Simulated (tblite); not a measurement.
Species: C₂H₇F₃OSi₂.
Atom-mapped SMILES: `[OH:1][SiH2:2][CH2:3][SiH2:4][C:5]([F:6])([F:7])[F:8]` (hydrogens: H9 on O1; H10, H11 on Si2; H12, H13 on C3; H14, H15 on Si4)

Computed geometry: GFN2-xTB, gas phase.

Q: What internal coordinates does the optimisation give?

A: 
```
            bond  length (pm)   order
          O1–Si2        161.4  single
          Si2–C3        192.6  single
          C3–Si4        188.3  single
          Si4–C5        195.1  single
    C5–F6, C5–F8        134.8  single
           C5–F7        135.9  single
           O1–H9         95.4  single
Si2–H10, Si2–H11        146.0  single
  C3–H12, C3–H13        109.0  single
Si4–H14, Si4–H15        146.3  single
```

Bonds in one row agree within 1 pm and their mean is given. Orders are formal, as drawn. A selection of angles:
```
      angle  degrees
  Si2–O1–H9    124.0
  O1–Si2–C3    112.1
 O1–Si2–H10    101.3
 O1–Si2–H11    112.3
 C3–Si2–H10    109.5
 C3–Si2–H11    107.7
H10–Si2–H11    113.8
 Si2–C3–Si4    117.9
 Si2–C3–H12    107.9
 Si4–C3–H12    107.7
 Si4–C3–H13    109.0
 H12–C3–H13    106.0
  C3–Si4–C5    106.4
 C3–Si4–H14    115.4
 C5–Si4–H14    103.0
H14–Si4–H15    111.9
  Si4–C5–F6    113.1
   F6–C5–F7    105.2
```

Torsions: O1–Si2–C3–Si4 77° (synclinal); Si2–C3–Si4–C5 -63° (synclinal); C3–Si4–C5–F6 -53° (synclinal); H9–O1–Si2–C3 -61° (synclinal). The mirror-image conformer, all signs reversed, is as good.

H9 on O1 lies 2.25 Å from F7, 6 bonds away (angle at H 136°; Bondi radii sum to 2.67 Å). Of the pairs four or more bonds apart, those above aside, Si2···F7 is among the closest relative to their van der Waals radii: 3.50 Å, 98 % of the sum of Bondi's values. Si4 (SiH2 silicon) is distorted tetrahedral (angles from 102.7° to 115.4°). The 3 C–Si bonds span 1.883 Å (C3–Si4, drawn single) to 1.951 Å (Si4–C5, drawn single), a spread of 0.068 Å. O1 (silanol oxygen) is bent (angle 124.0°). Si2 (oxygen-bound silicon) is distorted tetrahedral (angles from 101.3° to 113.8°).

Point group: C1 (no symmetry element, even within 0.4 Å). Its GFN2-xTB frequencies are all real (lowest 18 cm⁻¹). One conformer, not necessarily the lowest (H–O1–Si2–C3 -61°, O1–Si2–C3–Si4 77°, Si2–C3–Si4–C5 -63°).
